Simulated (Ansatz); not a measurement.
`C=[CH][AlH][OH]` + `C[SeH]` → `C[Se][AlH][OH]` + `C=C`  (ligand exchange at the Al–C bond)

Calculated with Ansatz (gas phase, PBE0-D4/def2-TZVP geometries, no zero-point term in ΔE). CCSD(T)/CBS adds triple-zeta CCSD(T) − MP2 to the extrapolated MP2 energy (def2 sets, frozen cores). This one scheme is used for every species. Functionals use def2-TZVPP. B3LYP here is the variant with VWN-RPA as its local correlation; programs differ in this. For Se outer-core shells are correlated without core-valence functions, which leaves a few kJ/mol of doubt a bond. Scalar relativity is left out up to krypton. One conformer a species, not always the lowest.

| level | ΔE (eV) |
| --- | --- |
| B3LYP-D4 | -1.12 |
| ωB97M-V | -1.11 |
| B2PLYP | -1.12 |
| r2SCAN | -1.16 |
| PBE0 | -1.15 |
| HF/def2-TZVPP | -1.14 |
| HF/def2-QZVPP | -1.14 |
| SCS-MP2/def2-QZVPP | -1.15 |

What does CCSD(T)/CBS give? (An estimate is asked.)

Ansatz gave: -1.17 eV. The listed levels differ from it by 0.05, 0.06, 0.05, 0.01, 0.02, 0.03, 0.03, 0.02 eV.

Largest T1 diagnostic among the species: 0.012.
